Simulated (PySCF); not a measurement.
MoOCl3, SMILES [Cl][Mo+]([Cl])([Cl])=[O], charge +1, multiplicity 1. Heavy atoms are numbered as in [Mo+:1](=[O:2])([Cl:3])([Cl:4])[Cl:5].

Geometry: PBE0-D3(BJ)/def2-SVP. The spin state was assumed, not searched. The isomer is the one that the SMILES or the coordinates give; other isomers of the formula were not compared. The def2 effective core potentials stand for the cores of Mo; spin–orbit coupling is left out.

The numbers are results of PBE/def2-TZVP (PySCF), not measurements.

Atomic charges (e), one atom of each kind:

```json
[
 {"atom": "Mo1", "Löwdin": "-0.07", "Mulliken": "1.35"},
 {"atom": "O2", "Löwdin": "-0.06", "Mulliken": "-0.26"},
 {"atom": "Cl3", "Löwdin": "0.38", "Mulliken": "-0.03"}
]
```
